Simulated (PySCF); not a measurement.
C3H6F2Si, SMILES C(/C)(=C\[SiH2]F)F.

Coordinates come from a PBE0-D3(BJ)/def2-SVP optimisation. The structure was generated by enumeration; whether it is a known compound was not checked. Other conformers were not sampled.

Calculation: PBE/def2-TZVP run with PySCF.

Gas-phase values at a fixed geometry.

```
Quantity                                                                                                       Result
---------------------------------------------------------------------------------------------  ----------------------
total energy                                                                                       -606.79728 hartree
highest occupied level                                                                                       -6.44 eV
lowest empty level                                                                                           -1.41 eV
orbital gap                                                                                                   5.03 eV
dipole moment                                                                                                  2.73 D
quadrupole, principal values (traceless, Buckingham form, about the centre of nuclear charge)  -6.16, -0.30, 6.46 D·Å
mean static polarisability                                                                       64.1 bohr³ (9.50 Å³)
polarisability, principal values                                                               50.1, 57.7, 84.6 bohr³
```
